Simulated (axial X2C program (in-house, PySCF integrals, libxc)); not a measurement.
## Outer orbitals of ZrF at 1.885 Å, HF

All values were computed with an axial X2C code built on PySCF integrals. Spin-free means the one-electron spin-free X2C Hamiltonian; two-component (2c) means X2C with spin–orbit coupling and atomic mean-field two-electron Coulomb and Gaunt terms, so the difference of the two also holds small scalar two-electron terms. Basis: Zr dyall-cv3z [11s12p9d6f3g], F dyall-av3z [7s6p3d2f] (cores contracted in-house); Gaussian nuclei, density fitting, unrestricted open shells. Masses: Zr 89.905 u, F 18.998 u.

The distance is close to the 2c PBE0 minimum; the highest filled and lowest empty levels are listed.

Spin-free orbitals, state M_S = 3/2, Λ = 0 (beyond evenly filled blocks: σα, δ+α, δ-α) (Löwdin shares):

```
symmetry  occupied  ε (eV)             atomic character
      σβ       yes  -16.74    87% F p, 7% Zr d, 3% Zr p
      σα       yes  -16.61    86% F p, 8% Zr d, 3% Zr p
     π+β       yes  -16.34    88% F p, 5% Zr d, 3% Zr f
     π-β       yes  -16.34    88% F p, 5% Zr d, 3% Zr f
     π+α       yes  -16.16    88% F p, 6% Zr d, 3% Zr f
     π-α       yes  -16.16    88% F p, 6% Zr d, 3% Zr f
     δ-α       yes   -7.36                     99% Zr d
     δ+α       yes   -7.36                     99% Zr d
      σα       yes   -6.55  72% Zr s, 12% Zr p, 7% Zr d
      σβ        no    0.16           76% Zr s, 22% Zr p
     π+α        no    0.24    88% Zr p, 9% Zr d, 3% F p
     π-α        no    0.24    88% Zr p, 9% Zr d, 3% F p
      σα        no    0.57           76% Zr p, 19% Zr d
```

Spinors with spin–orbit coupling (state Ω = 3/2):

```json
{"ω": "-1/2", "occupied": "yes", "ε (eV)": "-16.74", "atomic character": "86% F p, 7% Zr d, 3% Zr p", "λ mixture": "100% σ"}
{"ω": "1/2", "occupied": "yes", "ε (eV)": "-16.61", "atomic character": "86% F p, 8% Zr d, 3% Zr p", "λ mixture": "99% σ, 1% π"}
{"ω": "1/2", "occupied": "yes", "ε (eV)": "-16.36", "atomic character": "88% F p, 5% Zr d, 3% Zr f", "λ mixture": "99% π, 1% σ"}
{"ω": "-3/2", "occupied": "yes", "ε (eV)": "-16.32", "atomic character": "88% F p, 5% Zr d, 3% Zr f", "λ mixture": "100% π"}
{"ω": "-1/2", "occupied": "yes", "ε (eV)": "-16.18", "atomic character": "88% F p, 6% Zr d, 3% Zr f", "λ mixture": "100% π"}
{"ω": "3/2", "occupied": "yes", "ε (eV)": "-16.13", "atomic character": "88% F p, 6% Zr d, 3% Zr f", "λ mixture": "100% π"}
{"ω": "-3/2", "occupied": "yes", "ε (eV)": "-7.43", "atomic character": "99% Zr d", "λ mixture": "100% δ"}
{"ω": "5/2", "occupied": "yes", "ε (eV)": "-7.31", "atomic character": "99% Zr d", "λ mixture": "100% δ"}
{"ω": "1/2", "occupied": "yes", "ε (eV)": "-6.55", "atomic character": "72% Zr s, 11% Zr p, 7% Zr d", "λ mixture": "100% σ"}
{"ω": "-1/2", "occupied": "no", "ε (eV)": "0.16", "atomic character": "74% Zr s, 24% Zr p", "λ mixture": "97% σ, 3% π"}
{"ω": "-1/2", "occupied": "no", "ε (eV)": "0.23", "atomic character": "85% Zr p, 9% Zr d, 3% F p", "λ mixture": "97% π, 3% σ"}
{"ω": "3/2", "occupied": "no", "ε (eV)": "0.25", "atomic character": "88% Zr p, 9% Zr d, 3% F p", "λ mixture": "100% π"}
{"ω": "1/2", "occupied": "no", "ε (eV)": "0.57", "atomic character": "76% Zr p, 19% Zr d", "λ mixture": "100% σ"}
```

Mulliken charges and populations of the two-component result (they depend on the basis, above all on diffuse functions):

Zr 0.74 e (s 8.84 p 18.07 d 12.31 f 0.04 g 0.01), F -0.74 e (s 4.00 p 5.73 d 0.01). ⟨Lz⟩ = 0.00 ħ and ⟨Sz⟩ = 1.50 ħ (1.52 and -0.02 on the two atoms), which add up to Ω.

Occupations by symmetry block were frozen at the best pattern of an incomplete PBE0 search. Other states lie close and PBE0, whose exact exchange favours high spin, may order them wrongly; the determinant shown need not be the ground state. The nearest other spin-free determinant of the search, M_S = 1/2, Λ = 2, lies 0.31 eV up at the distance of the search. With several unpaired electrons one determinant need not be a pure state. This is the top spin component of a Σ state; components of lower Ω are not single determinants and can lie lower.
